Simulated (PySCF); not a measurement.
# CoCl at MN15

Computed with MN15; Co def2-TZVPPD, Cl def2-TZVPPD; no relativity (PySCF 2.14).

```json
{"state": "³Δ (triplet), unpaired electrons σ ↑, δ ↑", "bond length": "2.126 Å", "harmonic wavenumber": "399 cm⁻¹", "force constant": "2.06 mdyn/Å", "rotational constant Be": "0.1699 cm⁻¹", "anharmonicity ωexe": "1.52 cm⁻¹", "vibration–rotation constant αe": "0.000914 cm⁻¹", "bond order (Mayer)": "0.87", "dipole moment (positive dipole means Co(−)Cl(+))": "-5.60 D"}
```

De is left out where the level can put another filling of the metal’s s and d shells below the measured ground configuration, by anything from nothing to about 1 eV. With d or f electrons several states lie close, and the lowest PBE0 determinant need not be the measured ground state.
